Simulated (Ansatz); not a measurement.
Ansatz (a quantum-chemistry and plane-wave program) input:
A basis named .json is the Basis Set Exchange file of that set.

Ansatz 0.2 input:
```yaml
crystal:
  periodic: [false, false, false]
  atoms:
    - {symbol: B, position_ang: [-0.00000000, -0.00000000, -1.33023868]}
    - {symbol: Cl, position_ang: [0.00000000, 0.00000000, 0.39124667]}
basis:
  gaussian:
    orbitals: aug-cc-pV_D+d_Z.json
magnetization: {spin_polarized: false}
correlation: {method: ccsd_t, electrons: outside_noble_gas}
output: {forces: true}
```

Question: What final total energy does it print?

Answer: -484.39039 Eh (CCSD(T)/aug-cc-pV(D+d)Z). The basis has 55 functions.
